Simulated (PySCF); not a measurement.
Computed shifts of a molecule C2H8N2Si, PBE0/pcSseg-1 (PySCF), GIAO, gas phase, atoms alike by connectivity averaged where their shifts nearly agree, in ppm (number of nuclei): ²⁹Si: -33.0 (1). ¹⁵N: 27.7 (1), 25.5 (1). ¹³C: 149.5 (1), 146.9 (1). ¹H: 6.85 (1), 6.68 (1), 6.48 (1), 5.11 (1), 0.89 (1), 0.79 (1), 0.75 (1), 0.55 (1). References: ²⁹Si against TMS (σ = 352.7 ppm); ¹⁵N against NH3 (σ = 267.4 ppm); ¹³C against TMS (σ = 186.3 ppm); ¹H against TMS (σ = 31.56 ppm), references at their B3LYP-D3(BJ)/def2-TZVP geometries, non-relativistic. The structure is a stationary point at r2SCAN-D4/def2-SVP. One conformer was computed; it need not be the lowest.

Problem. Which molecule gave these data?
A. C1CN[SiH2]N1
B. N[SiH]1CNC1
C. C/N=C/[SiH2]N
D. C=C[SiH](N)N

Solution. D, C=C[SiH](N)N
